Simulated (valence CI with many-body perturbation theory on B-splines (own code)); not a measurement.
# Which ion has this spectrum?

A relativistic CI+MBPT calculation for an atom or ion with 23 electrons gives these levels (cm⁻¹):

| J | Parity | E | g |
| --- | --- | --- | --- |
| 5/2 | even | 0 | 1.53 |
| 5/2 | even | 129568 | 1.26 |
| 7/2 | even | 202281 | 1.14 |
| 3/2 | even | 209031 | 1.25 |
| 11/2 | even | 212307 | 1.14 |
| 9/2 | even | 236507 | 1.15 |
| 5/2 | even | 247597 | 1.14 |
| 1/2 | even | 257682 | 1.87 |
| 7/2 | even | 286154 | 1.11 |
| 5/2 | even | 328598 | 1.22 |
| 3/2 | even | 350376 | 0.80 |
| 7/2 | even | 365586 | 1.21 |
| 11/2 | even | 372084 | 1.07 |
| 9/2 | even | 385962 | 1.14 |

The energies are calculated, and their last digits are not significant.

**Question.** Which is it?
A. Pr36+
B. La34+
C. Ba33+
D. Pm38+

**Answer.** A. Pr36+, ground level (3d3/2^4 3d5/2) J=5/2.
